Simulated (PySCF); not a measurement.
Delta-SCF ions had no search for a lower state. 

Cartesian coordinates (Å):
```xyz
2

Si     0.9650     0.0000     0.0000
S     -0.9650     0.0000     0.0000
```
Charge 0, multiplicity 1.

Q: Give the dipole moment, vertical ionisation energy (Delta-SCF) and HOMO at the level PBE0-D4/def2-TZVP in PySCF.

A: 
The dipole moment is 1.73 D, the vertical ionisation energy (Delta-SCF) is 10.40 eV and the HOMO is -8.03 eV.
